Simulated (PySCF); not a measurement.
## Shifts of the heteroatoms

Geometry (Å), atoms numbered from 1 in this order:
```xyz
15

O     0.7633    2.2285   -0.1494
C     1.0495    1.0798   -0.0742
C     2.1613    0.1742   -0.5759
O     1.6049   -0.9102    0.1707
C     0.4857   -0.1651    0.6405
C    -0.8085   -0.7226    0.0929
F    -0.8421   -0.5622   -1.2650
C    -2.0494   -0.0685    0.6833
F    -3.1494   -0.6134    0.1753
F    -2.0635   -0.2533    2.0074
F    -2.0816    1.2368    0.4444
H     2.1514    0.0003   -1.6663
H     3.1799    0.4530   -0.2536
H     0.4407   -0.0902    1.7419
H    -0.8555   -1.8005    0.3235
```

Level of theory: B3LYP/pcJ-1 coupling constants (spin–dipole term only in couplings to heteroatoms), shieldings: GIAO PBE0/pcSseg-1, PBE0-D3(BJ)/def2-SVP structure, in PySCF (non-relativistic Hamiltonian, single conformer, isolated molecule, averaged over atoms made equivalent by symmetry, fast rotation or ring inversion).

(1) Predict the $^{19}$F NMR data.

(2) Where does $^{17}$O resonate?

Results:

(1) 
```
     atoms                environment  σ (ppm)  δ (ppm)
F9/F10/F11    fluorine of a CF3 group    267.4    -76.2
        F7  fluorine on an sp3 carbon    409.5   -210.1
```

Shieldings were converted by a linear fit to measured shifts: $^{19}$F: δ = 160.63 − 0.942σ +14.9 on sp3 carbon (rms 6.9 ppm, 221 shifts, 7.7 ppm with the 5 outliers that the fit left out vs CFCl3, solution or neat liquid). Occasional misses reach two or three times the rms, and more in compound classes unlike the fitted ones. Couplings are scaled by factors fitted to measured values: $^{2}J$(H,H) × 0.91 (rms 0.6 Hz), $^{3}J$(H,H) × 0.91 (rms 0.4 Hz, 0.5 with 2 outliers), $^{1}J$(C,F) × 0.77 (rms 7.3 Hz), $^{2}J$(C,F) × 1.09 (rms 1.9 Hz, 5.0 with 1 outliers), $^{3}J$(C,F) × 1.48 (rms 1.3 Hz); all others are unscaled and can be 10–30 % off.

Couplings (the largest are listed; each averaged over equivalent pairs): $^{1}J$(C8,F9) = -270.1 Hz, $^{1}J$(C6,F7) = -189.0 Hz, $^{2}J$(F9,F10) = 65.0 Hz, $^{2}J$(F7,H15) = 54.6 Hz, $^{2}J$(C6,F9) = 38.9 Hz, $^{2}J$(F7,C8) = 25.6 Hz, $^{2}J$(C5,F7) = 25.2 Hz, $^{3}J$(F7,H14) = 33.4 Hz, $^{3}J$(F7,F9) = -17.9 Hz, $^{3}J$(C2,F7) = 10.4 Hz, $^{3}J$(F9,H15) = 7.3 Hz.

On a 500 MHz spectrometer $^{19}$F resonates near 470.5 MHz, so 1 ppm is 470.5 Hz.

(2) 
| atoms | environment | σ (ppm) | δ (ppm) |
| --- | --- | --- | --- |
| O1 | ketone oxygen | -332.1 | 560.3 |
| O4 | ether oxygen | 321.1 | -22.3 |

Shieldings were converted by a linear fit to measured shifts: $^{17}$O: δ = 264.06 − 0.892σ (rms 13.4 ppm, 147 shifts, 14.2 ppm with the 1 outlier that the fit left out vs liquid water, solution or neat liquid). Occasional misses reach two or three times the rms, and more in compound classes unlike the fitted ones. Couplings are scaled by factors fitted to measured values: $^{2}J$(H,H) × 0.91 (rms 0.6 Hz), $^{3}J$(H,H) × 0.91 (rms 0.4 Hz, 0.5 with 2 outliers), $^{1}J$(C,F) × 0.77 (rms 7.3 Hz), $^{2}J$(C,F) × 1.09 (rms 1.9 Hz, 5.0 with 1 outliers), $^{3}J$(C,F) × 1.48 (rms 1.3 Hz); all others are unscaled and can be 10–30 % off.

Couplings (the largest are listed; each averaged over equivalent pairs; quadrupolar broadening usually hides them): $^{2}J$(O4,H13) = -8.4 Hz, $^{2}J$(O4,H14) = -8.0 Hz, $^{2}J$(O4,H12) = -7.6 Hz, $^{3}J$(O4,H15) = -2.9 Hz, $^{3}J$(O1,H12) = -1.2 Hz, $^{3}J$(O1,H13) = -1.1 Hz.

On a 600 MHz spectrometer $^{17}$O resonates near 81.3 MHz, so 1 ppm is 81.3 Hz.
